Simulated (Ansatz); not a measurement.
Geometry optimisation, RKS PBE/6-31G* in Ansatz.

input.yaml

```yaml
crystal:
  periodic: [false, false, false]
  atoms:
    - { symbol: F, position_ang: [-1.994, -1.2103, 2.2894] }
    - { symbol: B, position_ang: [-0.6987, -0.9379, 2.7426] }
    - { symbol: Al, position_ang: [0.5184, 0.3317, 1.6804] }
    - { symbol: Si, position_ang: [-0.172, 1.3816, -0.2779] }
    - { symbol: Cl, position_ang: [-1.8555, 2.5958, 0.2236] }
    - { symbol: "N", position_ang: [-0.8048, 0.1627, -1.461] }
    - { symbol: Si, position_ang: [0.6651, -0.6213, -2.1873] }
    - { symbol: H, position_ang: [-0.267, -1.4575, 3.7124] }
    - { symbol: H, position_ang: [2.0559, 0.5896, 2.2241] }
    - { symbol: H, position_ang: [0.8168, 2.2045, -0.8403] }
    - { symbol: H, position_ang: [-1.3197, -0.5928, -0.9018] }
    - { symbol: H, position_ang: [1.462, -1.2701, -1.1314] }
    - { symbol: H, position_ang: [1.4007, 0.4186, -2.8956] }
    - { symbol: H, position_ang: [0.1798, -1.6237, -3.1484] }
basis:
  gaussian: { orbitals: "6-31G*" }
hamiltonian:
  xc: pbe
relax:
  f_tol: 0.015
  max_steps: 40
```

Run as:

```bash
$ ansatz run input.yaml --threads 2 --pin off --max-ram 3072MiB --backend cpu --events-out ev --progress --plain --runs-dir out
```

Question: Where does it end, and by what steps?

Answer: The run converged. After 33 steps the energy has fallen by 1.027 eV; H12 moved furthest, 1.77 Å.

```json
{"step": "0", "energy less start (eV)": "0.0000", "largest force component (eV/Å)": "2.694", "accepted": "yes"}
{"step": "2", "energy less start (eV)": "-0.6454", "largest force component (eV/Å)": "1.247", "accepted": "yes"}
{"step": "4", "energy less start (eV)": "-0.7708", "largest force component (eV/Å)": "0.257", "accepted": "yes"}
{"step": "6", "energy less start (eV)": "-0.8320", "largest force component (eV/Å)": "0.253", "accepted": "yes"}
{"step": "8", "energy less start (eV)": "-0.8852", "largest force component (eV/Å)": "0.437", "accepted": "yes"}
{"step": "10", "energy less start (eV)": "-0.8994", "largest force component (eV/Å)": "1.036", "accepted": "yes"}
{"step": "12", "energy less start (eV)": "-0.9785", "largest force component (eV/Å)": "0.292", "accepted": "yes"}
{"step": "14", "energy less start (eV)": "-0.9960", "largest force component (eV/Å)": "0.331", "accepted": "yes"}
{"step": "16", "energy less start (eV)": "-0.9950", "largest force component (eV/Å)": "0.340", "accepted": "no"}
{"step": "18", "energy less start (eV)": "-1.0075", "largest force component (eV/Å)": "0.419", "accepted": "yes"}
{"step": "20", "energy less start (eV)": "-1.0137", "largest force component (eV/Å)": "0.136", "accepted": "yes"}
{"step": "22", "energy less start (eV)": "-1.0195", "largest force component (eV/Å)": "0.059", "accepted": "yes"}
{"step": "24", "energy less start (eV)": "-1.0219", "largest force component (eV/Å)": "0.168", "accepted": "yes"}
{"step": "26", "energy less start (eV)": "-1.0241", "largest force component (eV/Å)": "0.076", "accepted": "yes"}
{"step": "28", "energy less start (eV)": "-1.0254", "largest force component (eV/Å)": "0.071", "accepted": "yes"}
{"step": "30", "energy less start (eV)": "-1.0263", "largest force component (eV/Å)": "0.086", "accepted": "yes"}
{"step": "32", "energy less start (eV)": "-1.0268", "largest force component (eV/Å)": "0.041", "accepted": "yes"}
{"step": "33", "energy less start (eV)": "-1.0270", "largest force component (eV/Å)": "0.010", "accepted": "yes"}
```

```xyz
14
Properties=species:S:1:pos:R:3
F -0.775 -1.975 1.992
B -0.803 -0.925 2.840
Al 0.487 0.747 2.319
Si 0.204 1.271 -0.069
Cl -1.621 2.377 -0.190
N 0.124 -0.282 -0.873
Si 0.335 -0.622 -2.590
H -1.597 -1.031 3.752
H 1.514 1.496 3.304
H 1.171 2.088 -0.873
H -0.294 -1.034 -0.315
H 1.167 -1.859 -2.774
H 1.039 0.561 -3.178
H -0.963 -0.840 -3.318
```

Whether the end is a true minimum wasn't checked by a vibrational analysis.

The run took 2 min on 2 threads of Intel(R) Xeon(R) Platinum 8488C (Sapphire Rapids) (shared host), peak memory 0.25 GiB.
